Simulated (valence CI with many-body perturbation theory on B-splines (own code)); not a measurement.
Level structure of Ho XLV

Computed by valence CI with perturbative core correlation (CI+MBPT): five valence electrons over a frozen Dirac-Fock core [Ar], radial functions for each j: 7 s, 7 p, 8 d, 6 f, 4 g, 1 h, with the one-electron correlation potential Σ1, the two-electron term Σ2, the three-electron term Σ3, Breit, model QED; selected CI, second order for the rest (own B-spline code, finite nucleus).

The last digits are not significant, and no measured levels were compared; by estimate large intervals hold to a few tenths of a per cent, small ones and those within an open d or f shell to about a per cent. Among the levels kept, up to 250 cm⁻¹ of a level comes from second order outside the variational space, and about a tenth of that is noise between levels of different J, which matters for small intervals. Only levels of the ground parity were solved; by the run's estimate the other parity begins above the list, which can be wrong where configurations are misplaced.

Levels 1 to 37 of 37, with energies above the lowest level, (3d3/2^4 3d5/2) J=5/2. "Leading %" is the weight of the configuration and term that name the level; weights of strongly mixed levels are sums over their largest components and can fall short. In the jj column 3d3/2^4 stands for four electrons in 3d with j = 3/2. Lifetimes count E1, E2, E3, M1 and M2 decay at the calculated energies, and are blank where another channel may lead or the interval is too uncertain; long ones can be off by a factor of two.

| No. | Configuration | Term | J | E (cm⁻¹) | Leading % | Lifetime | Leading jj |
| --- | --- | --- | --- | --- | --- | --- | --- |
| 1 | 3d5 | 4P | 5/2 | 0 | 28 |  | 3d3/2^4 3d5/2 (93 %) |
| 2 | 3d5 | 6S | 5/2 | 267430 | 38 | 1.44 μs | 3d3/2^3 3d5/2^2 (88 %) |
| 3 | 3d5 | 4G | 7/2 | 353550 | 35 | 2.81 μs | 3d3/2^3 3d5/2^2 (99 %) |
| 4 | 3d5 | 4D | 3/2 | 364290 | 39 | 1.10 μs | 3d3/2^3 3d5/2^2 (98 %) |
| 5 | 3d5 | 2H | 11/2 | 364510 | 42 |  | 3d3/2^3 3d5/2^2 (98 %) |
| 6 | 3d5 | 4G | 9/2 | 399920 | 33 | 659 μs | 3d3/2^3 3d5/2^2 (96 %) |
| 7 | 3d5 | 4D | 5/2 | 422090 | 31 | 20.2 μs | 3d3/2^3 3d5/2^2 (91 %) |
| 8 | 3d5 | 4P | 1/2 | 440040 | 47 | 88.4 μs | 3d3/2^3 3d5/2^2 (88 %) |
| 9 | 3d5 | 2F | 7/2 | 457950 | 39 | 28.8 μs | 3d3/2^3 3d5/2^2 (96 %) |
| 10 | 3d5 | 2D | 3/2 | 561710 | 58 | 8.26 μs | 3d3/2^3 3d5/2^2 (84 %) |
| 11 | 3d5 | 2D | 5/2 | 616230 | 29 | 601 ns | 3d3/2^2 3d5/2^3 (87 %) |
| 12 | 3d5 | 4D | 7/2 | 673140 | 52 | 1.15 μs | 3d3/2^2 3d5/2^3 (99 %) |
| 13 | 3d5 | 2I | 11/2 | 678580 | 51 | 1.68 μs | 3d3/2^2 3d5/2^3 (98 %) |
| 14 | 3d5 | 4G | 9/2 | 693050 | 58 | 1.70 μs | 3d3/2^2 3d5/2^3 (95 %) |
| 15 | 3d5 | 2I | 13/2 | 715520 | 100 |  | 3d3/2^2 3d5/2^3 (100 %) |
| 16 | 3d5 | 4D | 1/2 | 720370 | 77 | 923 ns | 3d3/2^2 3d5/2^3 (97 %) |
| 17 | 3d5 | 4P | 3/2 | 729990 | 53 | 594 ns | 3d3/2^2 3d5/2^3 (96 %) |
| 18 | 3d5 | 2F | 5/2 | 740880 | 42 | 1.11 μs | 3d3/2^2 3d5/2^3 (96 %) |
| 19 | 3d5 | 2H | 9/2 | 778710 | 53 | 878 ns | 3d3/2^2 3d5/2^3 (100 %) |
| 20 | 3d5 | 2G | 7/2 | 796160 | 61 | 3.08 μs | 3d3/2^2 3d5/2^3 (99 %) |
| 21 | 3d5 | 4F | 5/2 | 809240 | 63 | 855 ns | 3d3/2^2 3d5/2^3 (98 %) |
| 22 | 3d5 | 2D | 3/2 | 819580 | 87 | 2.20 μs | 3d3/2^2 3d5/2^3 (83 %) |
| 23 | 3d5 | 2G | 7/2 | 855450 | 45 | 1.54 μs | 3d3/2^2 3d5/2^3 (94 %) |
| 24 | 3d5 | 4P | 1/2 | 856520 | 38 | 1.02 μs | 3d3/2^2 3d5/2^3 (78 %) |
| 25 | 3d5 | 2G | 9/2 | 916350 | 76 | 2.61 μs | 3d3/2^2 3d5/2^3 (95 %) |
| 26 | 3d5 | 4P | 5/2 | 1014600 | 30 | 418 ns | 3d3/2 3d5/2^4 (79 %) |
| 27 | 3d5 | 2P | 3/2 | 1028100 | 74 | 2.48 μs | 3d3/2^2 3d5/2^3 (96 %) |
| 28 | 3d5 | 2D | 5/2 | 1050100 | 61 | 863 ns | 3d3/2^2 3d5/2^3 (72 %) |
| 29 | 3d5 | 4F | 7/2 | 1083400 | 30 | 536 ns | 3d3/2 3d5/2^4 (99 %) |
| 30 | 3d5 | 2H | 11/2 | 1096400 | 56 | 663 ns | 3d3/2 3d5/2^4 (99 %) |
| 31 | 3d5 | 2D | 3/2 | 1108100 | 31 | 424 ns | 3d3/2 3d5/2^4 (96 %) |
| 32 | 3d5 | 2G | 9/2 | 1151100 | 59 | 769 ns | 3d3/2 3d5/2^4 (94 %) |
| 33 | 3d5 | 2D | 5/2 | 1183500 | 65 | 687 ns | 3d3/2 3d5/2^4 (84 %) |
| 34 | 3d5 | 2G | 7/2 | 1206400 | 56 | 756 ns | 3d3/2 3d5/2^4 (96 %) |
| 35 | 3d5 | 2P | 1/2 | 1269700 | 58 | 714 ns | 3d3/2 3d5/2^4 (87 %) |
| 36 | 3d5 | 2D | 3/2 | 1376500 | 75 | 516 ns | 3d3/2 3d5/2^4 (93 %) |
| 37 | 3d5 | 2D | 5/2 | 1494100 | 44 | 298 ns | 3d5/2^5 (92 %) |

The ionisation energy to 3d4 3P_0 of the next ion comes out as 3591.8 eV (NIST: 3592 ± 4 eV (theoretical)). All 37 levels together are meant to be complete up to 1554000 cm⁻¹.
